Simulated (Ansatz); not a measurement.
`C#[C][Zr]([F])([F])[F]` and `C[N](C)[Zr]([F])([F])[F]` differ in one atom or group.

Ansatz, PBE0-D4/def2-TZVP geometries, multiplicity 1. Each molecule was computed in one conformer, which needn't be the lowest.

Elements past krypton have def2 core potentials.

| property | `C#[C][Zr]([F])([F])[F]` |
| --- | --- |
| LUMO energy (PBE0/def2-TZVPP) / eV | -2.05 |
| size of the dipole moment (ωB97M-V/def2-TZVPP) / D | 1.33 |
| size of the dipole moment (PBE/def2-TZVPP) / D | 1.36 |
| HOMO–LUMO gap (B3LYP/def2-TZVPP) / eV | 6.18 |
| HOMO energy (ωB97M-V/def2-TZVPP) / eV | -10.93 |
| LUMO energy (ωB97M-V/def2-TZVPP) / eV | 0.07 |

(1) Give the same properties after the change, and the shifts. (Estimate.)

## Answers

(1) Computed: 
```csv
property,`C[N](C)[Zr]([F])([F])[F]`,shift
LUMO energy (PBE0/def2-TZVPP) / eV,-0.85,1.20
size of the dipole moment (ωB97M-V/def2-TZVPP) / D,2.72,1.39
size of the dipole moment (PBE/def2-TZVPP) / D,2.81,1.45
HOMO–LUMO gap (B3LYP/def2-TZVPP) / eV,5.76,-0.42
HOMO energy (ωB97M-V/def2-TZVPP) / eV,-9.32,1.61
LUMO energy (ωB97M-V/def2-TZVPP) / eV,0.62,0.55
```

With PBE0 the HOMO rises by 1.64 eV and the LUMO rises by 1.20 eV, so the gap narrows by about 0.44 eV. PBE moves the HOMO by 1.71 eV and ωB97M-V by 1.61 eV. Dipoles are sizes alone; their direction can turn.

B3LYP here is the variant with VWN-RPA as its local correlation; programs differ in this.
